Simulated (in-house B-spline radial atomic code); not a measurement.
Se: [Ar] 3d10 4s2 4p4

All numbers are computed (non-relativistic AM05, spin-polarised, spherical fractional occupations; point nucleus) with a B-spline radial code for spherical atoms, not measured.

Screening seen three ways: the hydrogenic charge with the same mean radius, Z_r = [3n² - l(l+1)]/(2<r>), the one with the same energy, Z_e = n√(-2ε), and Slater's rules. Values are occupation-weighted means over spin.

```csv
shell,electrons,ε (eV),<r> (bohr),Z_r,Z_e,Slater
1s,2,-12282,0.04504,33.30,30.04,33.70
2s,2,-1559.5,0.2002,29.96,21.41,29.85
2p,6,-1401.2,0.1729,28.91,20.30,29.85
3s,2,-205.34,0.5859,23.04,11.65,22.75
3p,6,-150.91,0.5949,21.01,9.99,22.75
3d,10,-54.381,0.6279,16.72,6.00,12.85
4s,2,-16.519,1.828,13.13,4.41,6.95
4p,4,-6.7354,2.293,10.03,2.81,6.95
```

The least bound orbital is 4p down at -5.625 eV, and it is also the most diffuse (<r> = 2.349 bohr).

The density falls to 0.001 bohr⁻³ at 4.27 bohr; Σ<r²> = 41.042 bohr² gives, by the non-relativistic formula and without the paramagnetism of open shells, a Langevin diamagnetic susceptibility of -32.51×10⁻⁶ cm³/mol.
